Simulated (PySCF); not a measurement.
**Spinor energies of Mo³⁸⁺ (molybdenum, charge +38)**

Start: [He] 2s2. Calculated with PySCF 2.14 in an uncontracted even-tempered set (17 s from 4.1 bohr⁻², ratio 2.6; 12 p from 5.4 bohr⁻², ratio 2.6; 7 d from 5.5 bohr⁻², ratio 2.8; 4 f from 110 bohr⁻², ratio 2.8): generalised Hartree-Fock with the X2C-1e Hamiltonian and a Gaussian nucleus; spin-orbit coupling (SO) screened by Boettger's factors.

| spinor shell | electrons | ε, screened SO (eV) | weight of nominal j (screened SO) | rms radius, screened SO (bohr) |
| --- | --- | --- | --- | --- |
| 1s1/2 | 2 | -23384.5 | 1.000 | 0.0401 |
| 2s1/2 | 2 | -5544.5 | 1.000 | 0.155 |

```tsv
quantity	screened SO
E (hartree)	-2193.67043
M_J	0
⟨J²⟩	0.000
⟨L²⟩	0.000
⟨S²⟩	0.000
```

Breit and QED terms are absent; they matter most for the inner s and p1/2 levels.

Densities and radii are taken from the X2C orbitals without a picture-change correction, which distorts them close to the nucleus.
